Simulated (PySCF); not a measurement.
A PySCF script (with the pyscf-properties extension) for the NMR shieldings of SMILES CCC[Si@@H](S)OC, C4H12OSSi, on a GFN2-xTB geometry:

```python
import basis_set_exchange as bse
import numpy as np
from pyscf import gto, dft
from pyscf.prop import nmr

atoms = """
C     2.718743   -0.032365    0.213594
C     1.858662    0.811760   -0.715657
C     0.595805    0.081166   -1.164215
Si   -0.589431   -0.358128    0.244573
S    -0.845665    1.271133    1.651116
O    -1.985568   -0.622848   -0.537494
C    -3.245124   -0.886945    0.012789
H     2.197200   -0.221036    1.148126
H     2.953991   -0.988267   -0.249305
H     3.650923    0.480183    0.439006
H     2.445727    1.083729   -1.597164
H     1.583748    1.737168   -0.204614
H     0.068966    0.696449   -1.896953
H     0.880892   -0.835548   -1.680881
H    -0.207814   -1.456802    1.124500
H    -1.355758    2.119720    0.770081
H    -3.460949   -0.200181    0.834218
H    -3.286166   -1.910077    0.390236
H    -3.987987   -0.759858   -0.774254
"""
names = dict.fromkeys(["C", "Si", "S", "O", "H"], "pcSseg-1")
basis = {el: gto.basis.parse(bse.get_basis(n, elements=[el], fmt="nwchem")) for el, n in names.items()}
mol = gto.M(atom=atoms, basis=basis, charge=0, verbose=0)
mf = dft.RKS(mol, xc="PBE0")
mf.grids.level = 2
mf.grids.alignment = dft.numint.BLKSIZE   # the property module wants whole blocks of grid points
mf.conv_tol = 1e-9
mf.kernel()

calc = nmr.RKS(mf)   # GIAO
C = mf.mo_coeff
Co = C[:, mf.mo_occ > 0]
resp = mf.gen_response(singlet=True, hermi=2)
def vind(x):   # induced exchange potential for any number of trial vectors
    d = np.einsum("pi,xij,qj->xpq", C, 2 * x.reshape(-1, C.shape[1], Co.shape[1]), Co, optimize=True)
    return np.einsum("xpq,pi,qj->xij", resp(d - d.transpose(0, 2, 1)), C, Co, optimize=True).ravel()
mo1, _ = nmr.rhf.solve_mo1(calc, with_cphf=vind)
sigma = calc.kernel(mo1)
for i, s in enumerate(sigma):   # ppm
    w = np.linalg.eigvalsh((s + s.T) / 2)
    print("%2d %-2s iso %8.1f  s11 %8.1f  s22 %8.1f  s33 %8.1f" % (i, mol.atom_pure_symbol(i), w.mean(), *w))
```

Problem. What does it print?

Solution. 
```
 0 C  iso    168.7  s11    156.4  s22    164.5  s33    185.1
 1 C  iso    165.5  s11    160.0  s22    163.6  s33    172.9
 2 C  iso    163.8  s11    147.4  s22    159.6  s33    184.2
 3 Si iso    344.7  s11    284.3  s22    340.3  s33    409.5
 4 S  iso    738.7  s11    627.5  s22    668.0  s33    920.6
 5 O  iso    308.6  s11    251.9  s22    320.7  s33    353.1
 6 C  iso    134.2  s11    106.1  s22    111.5  s33    185.1
 7 H  iso     30.9  s11     25.9  s22     31.9  s33     34.9
 8 H  iso     31.1  s11     27.1  s22     29.1  s33     37.0
 9 H  iso     30.6  s11     26.0  s22     27.2  s33     38.4
10 H  iso     30.1  s11     24.5  s22     28.5  s33     37.4
11 H  iso     30.0  s11     25.9  s22     29.8  s33     34.2
12 H  iso     30.7  s11     25.9  s22     29.5  s33     36.8
13 H  iso     30.7  s11     26.4  s22     29.9  s33     35.9
14 H  iso     26.2  s11     23.0  s22     24.8  s33     31.0
15 H  iso     31.7  s11     24.9  s22     27.4  s33     42.6
16 H  iso     27.7  s11     22.4  s22     27.3  s33     33.3
17 H  iso     28.1  s11     23.7  s22     25.5  s33     35.2
18 H  iso     27.9  s11     23.4  s22     25.5  s33     34.9
```

These numbers come from an equivalent density-fitted implementation of the same equations, which agrees with the script to about 0.01 ppm for H and up to a few tenths of a ppm for heavy atoms, so last digits may differ.

Problem. Turn these shieldings into chemical shifts. Chemical shifts δ = σref − σ; TMS for 13C (σ = 186.93 ppm), 29Si (σ = 349.16 ppm), 1H (σ = 31.72 ppm); 33S (σ = 503.73 ppm) against CS2; H2O for 17O (σ = 336.08 ppm), all at this level.

Solution. Averaging equivalent atoms: C 6: 52.7; C 2: 23.2; C 1: 21.4; C 0: 18.2; Si 3: 4.5; S 4: -235; O 5: 27.5; H 14: 5.47; H 16/17/18: 3.80; H 11: 1.75; H 10: 1.60; H 12: 0.98; H 13: 0.97; H 7/8/9: 0.88; H 15: 0.06 ppm. Experimental scales use liquid or dissolved standards, which lie at an offset from isolated H2O (liquid H2O: subtract about 36 ppm).

Size and cost of the density-fitted run: 193 basis functions, 83 s wall time on 1 thread of an Intel Xeon, shared host; peak memory 0.79 GiB.
